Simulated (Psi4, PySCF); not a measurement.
Approach curve of the dimer CF4 ··· C3H9Al (SMILES FC(F)(F)F and [CH3][Al]([CH3])[CH3]). Monomers: optimised at B3LYP-D3(BJ) (def2-TZVP and def2-SVP), held rigid. Orientation: lowest of the rigid-body minima from ten starts at GFN2-xTB. Only R, the distance of the centres of mass, is varied, so the lowest point isn't the relaxed dimer.

Levels of theory: RKS-B3LYP/6-311+G** = restricted B3LYP/6-311+G**, spherical d, no counterpoise correction run with PySCF; SAPT0/jun-cc-pVDZ, frozen core (Psi4).

Interaction energies in kcal/mol:

```
R / Å  RKS-B3LYP/6-311+G**
-----  -------------------
2.51                 42.72
2.67                 27.68
2.88                 15.45
3.11                  8.06
3.33                  4.32
3.47                  2.92
3.83                  1.10
4.09                  0.56
4.61                  0.16
5.33                  0.01
6.34                 -0.03
7.59                 -0.02
```

### Question
What does SAPT0/jun-cc-pVDZ give at the same points?

### Answer
2.51: 40.03; 2.67: 25.42; 2.88: 13.66; 3.11: 6.66; 3.33: 3.20; 3.47: 1.95; 3.83: 0.44; 4.09: 0.08; 4.61: -0.08; 5.33: -0.05; 6.34: -0.02; 7.59: -0.01 (kcal/mol).
